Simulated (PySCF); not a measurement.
## F+ (fluorine, charge +1) across methods

[He] 2s2 2p3 3s1, high-spin 5S determinant (an excited configuration). Calculation: PySCF 2.14, in aug-cc-pVQZ-DK (6s5p4d3f2g, 80 functions); the spin-free X2C one-electron Hamiltonian (Gaussian nucleus).

```json
{"method": "BHandHLYP", "E (hartree)": "-98.3856", "mean ε 2s β (eV)": "-58.550", "mean ε 2p α (eV)": "-48.184", "mean ε 3s α (eV)": "-11.447", "Σ⟨r²⟩ (bohr²)": "15.97", "⟨S²⟩": "6.002"}
{"method": "HSE06", "E (hartree)": "-98.3239", "mean ε 2s β (eV)": "-55.471", "mean ε 2p α (eV)": "-44.722", "mean ε 3s α (eV)": "-10.558", "Σ⟨r²⟩ (bohr²)": "15.98", "⟨S²⟩": "6.001"}
{"method": "LDA", "E (hartree)": "-97.7297", "mean ε 2s β (eV)": "-53.428", "mean ε 2p α (eV)": "-41.975", "mean ε 3s α (eV)": "-10.284", "Σ⟨r²⟩ (bohr²)": "15.94", "⟨S²⟩": "6.001"}
{"method": "PBE0", "E (hartree)": "-98.3155", "mean ε 2s β (eV)": "-55.913", "mean ε 2p α (eV)": "-45.169", "mean ε 3s α (eV)": "-10.926", "Σ⟨r²⟩ (bohr²)": "16.03", "⟨S²⟩": "6.001"}
{"method": "UHF", "E (hartree)": "-98.16624", "mean ε 2s β (eV)": "-61.106", "mean ε 2p α (eV)": "-54.256", "mean ε 3s α (eV)": "-12.714", "Σ⟨r²⟩ (bohr²)": "16.13", "⟨S²⟩": "6.003"}
{"method": "PBE", "E (hartree)": "-98.2993", "mean ε 2s β (eV)": "-53.533", "mean ε 2p α (eV)": "-41.911", "mean ε 3s α (eV)": "-10.206", "Σ⟨r²⟩ (bohr²)": "15.99", "⟨S²⟩": "6.001"}
{"method": "r2SCAN", "E (hartree)": "-98.3602", "mean ε 2s β (eV)": "-53.883", "mean ε 2p α (eV)": "-43.275", "mean ε 3s α (eV)": "-10.280", "Σ⟨r²⟩ (bohr²)": "16.16", "⟨S²⟩": "6.002"}
{"method": "MN15", "E (hartree)": "-98.3268", "mean ε 2s β (eV)": "-57.150", "mean ε 2p α (eV)": "-45.700", "mean ε 3s α (eV)": "-10.930", "Σ⟨r²⟩ (bohr²)": "16.03", "⟨S²⟩": "6.000"}
```

(1) Estimate the same row for CAM-B3LYP.

The outer electron is Rydberg-like, and this basis confines it to a smaller radius and binds it less than a complete one would.

## Answers

(1) E (hartree) = -98.3686; mean ε 2s β (eV) = -57.804; mean ε 2p α (eV) = -46.474; mean ε 3s α (eV) = -11.942; Σ⟨r²⟩ (bohr²) = 15.92; ⟨S²⟩ = 6.001.
